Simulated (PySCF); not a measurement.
## Correlation energy of Kr⁺ (krypton, charge +1)

[Ar] 3d10 4s2 4p5, 2P determinant. Computed with PySCF 2.14 in cc-pVTZ-PP with ECP10MDF (5s4p3d1f, 39 functions), with a scalar-relativistic core potential. Frozen: 3s2 3p6 3d10; 7 electrons correlated.

MP2 pair energies summed by pair of shells (mhartree):

```
 pair  energy  share (%)
4p-4p  -86.08       61.9
4s-4p  -45.10       32.4
4s-4s   -7.92        5.7
```

Total MP2 correlation energy: -139.11 mhartree.

Same-spin part -31.62 and opposite-spin part -107.49 mhartree; SCS-MP2 scales them by 1/3 and 6/5 to -139.52 mhartree.

```
  level  correlation energy (mhartree)
   CCSD                        -158.92
    (T)                          -4.01
CCSD(T)                        -162.93
```

Diagnostics: T1 = 0.0055, D1 = 0.0186, largest double amplitude 0.047.

Q: Is a single reference adequate?

A: Yes, within this model without spin-orbit coupling: T1 lies below 0.03 and no double amplitude reaches 0.07.
